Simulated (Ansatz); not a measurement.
Which is lower?

Two relaxed structures of BSi2H3S, closed shell (PBE0-D4/def2-TZVP; forces vanish, vibrations not checked).

A:

```csv
atom,x (Å),y (Å),z (Å)
B1,-1.1525,-0.0442,-0.6977
Si2,-0.7449,1.8545,-0.3391
Si3,0.6828,0.2972,0.3055
S4,0.2143,-1.2361,-1.2660
H5,-2.2376,-0.5339,-0.5982
H6,1.2172,-0.5054,1.4473
H7,-0.1219,-2.3870,-0.6197
```

B:

```xyz
7
angstrom
B -0.8105 -1.1236 -0.0317
Si -1.8004 0.4759 0.2798
Si 0.6625 0.3164 0.2930
S 0.7171 -1.9100 -0.0065
H -1.6751 0.6810 -1.2280
H 1.3069 0.5330 1.6070
H 1.4057 0.9327 -0.8278
```

Program: Ansatz 0.2.0. Basis: def2-TZVPP. Cores are frozen in the correlated methods. B3LYP uses VWN-RPA correlation.

Problem. Which structure is lower at CCSD(T), and by how much? (To be estimated.)

Solution. By the calculation: B, by 18.22 kcal/mol (electronic energy, against the other). By their contacts, A is BSi₂H₃S ([Si]1[BH]2[SH][SiH]12) and B is BSi₂H₃S ([SiH]1[B]2[S][SiH2]12).

All methods give the same order:

```
   method  E(B) − E(A) (kcal/mol)
   PBE-D4                  -15.54
r2SCAN-D4                  -19.14
  PBE0-D4                  -16.79
 B3LYP-D4                  -18.44
  wB97M-V                  -18.68
       HF                  -24.11
      MP2                  -17.96
     CCSD                  -18.99
  CCSD(T)                  -18.22
```

No T1 diagnostic of these runs exceeds 0.021.

Labels in which every atom is bracketed show which atoms are joined, not bond orders.

For scale, one of the runs: CCSD(T)/def2-TZVPP, 199 basis functions, launched by `ansatz run in.yaml --threads 2 --pin off --events-out ev --progress --plain --max-ram 4352MiB`. Time: 33 s of wall clock on 2 CPU threads of an AMD EPYC 7B13; the host was shared. Peak host memory: 2.1 GiB.
